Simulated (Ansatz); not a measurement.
A relaxation, step by step

GeH4Br, doublet, PBE0-D4/def2-TZVP (Ansatz 0.2.0). Settings:

```yaml
hamiltonian: {xc: pbe0, dispersion: d4}
relax: {f_tol: 0.005, max_steps: 200}
```

Start, a step off a saddle point along its unstable mode:

```
atom    x (Å)    y (Å)    z (Å)
 Br1  -0.8620  -0.9098  -0.1050
 Ge2   0.5697   0.6109   0.0739
  H3  -2.3993  -2.5804  -0.3147
  H4   0.9791   1.0556  -1.3378
  H5  -0.0652   1.7760   0.8470
  H6   1.7777   0.0478   0.8367
```

| step | energy less the last (meV) | largest force component (eV/Å) |
| --- | --- | --- |
| 1 | 571.7 | 3.271 |
| 2 | 94.2 | 0.179 |
| 3 | 93.0 | 0.241 |
| 4 | 57.1 | 0.141 |
| 5 | 50.5 | 0.115 |
| 6 | 22.6 | 0.062 |
| 7 | 8.3 | 0.052 |
| 8 | 4.4 | 0.019 |
| 9 | 0.8 | 0.032 |
| 10 | 0.2 | 0.003 |
| 11 | 0.0 | 0.006 |
| 12 | 0.0 | 0.004 |
| 13 (rejected trial) | 0.0 | 0.007 |
| 14 | 0.0 | 0.001 |

Step 4, positions (Å) and forces (eV/Å):

```json
{"atom": "Br1", "x": "-0.925", "y": "-0.977", "z": "-0.113", "Fx": "0.130", "Fy": "0.141", "Fz": "0.017"}
{"atom": "Ge2", "x": "0.659", "y": "0.707", "z": "0.086", "Fx": "-0.056", "Fy": "-0.060", "Fz": "-0.007"}
{"atom": "H3", "x": "-2.616", "y": "-2.815", "z": "-0.344", "Fx": "-0.115", "Fy": "-0.125", "Fz": "-0.016"}
{"atom": "H4", "x": "1.042", "y": "1.124", "z": "-1.337", "Fx": "0.014", "Fy": "0.014", "Fz": "0.013"}
{"atom": "H5", "x": "-0.005", "y": "1.850", "z": "0.859", "Fx": "0.020", "Fy": "0.009", "Fz": "-0.003"}
{"atom": "H6", "x": "1.845", "y": "0.111", "z": "0.849", "Fx": "0.007", "Fy": "0.022", "Fz": "-0.004"}
```

Step 8, positions (Å) and forces (eV/Å):

```csv
atom,x,y,z,Fx,Fy,Fz
Br1,-0.857,-0.896,-0.100,0.009,0.010,0.001
Ge2,0.723,0.777,0.095,0.005,0.006,0.001
H3,-2.963,-3.195,-0.392,-0.018,-0.019,-0.002
H4,1.113,1.199,-1.325,0.001,0.001,0.000
H5,0.071,1.927,0.867,0.001,0.001,0.000
H6,1.914,0.188,0.856,0.001,0.001,0.000
```

Step 10, positions (Å) and forces (eV/Å):

| atom | x | y | z | Fx | Fy | Fz |
| --- | --- | --- | --- | --- | --- | --- |
| Br1 | -0.824 | -0.859 | -0.095 | 0.000 | 0.000 | 0.000 |
| Ge2 | 0.757 | 0.813 | 0.099 | 0.001 | 0.001 | 0.000 |
| H3 | -3.133 | -3.378 | -0.415 | -0.003 | -0.003 | 0.000 |
| H4 | 1.147 | 1.235 | -1.321 | 0.001 | 0.001 | 0.000 |
| H5 | 0.106 | 1.965 | 0.872 | 0.000 | 0.000 | 0.000 |
| H6 | 1.948 | 0.224 | 0.861 | 0.001 | 0.001 | 0.000 |

Last step (14):

```xyz
6
angstrom
Br -0.8114 -0.8461 -0.0942
Ge 0.7690 0.8265 0.1006
H -3.1944 -3.4439 -0.4229
H 1.1591 1.2486 -1.3190
H 0.1176 1.9773 0.8732
H 1.9601 0.2377 0.8623
```

Hardware: 4 CPU threads of an Arm Neoverse V1, shared host. Wall time about 36 s.
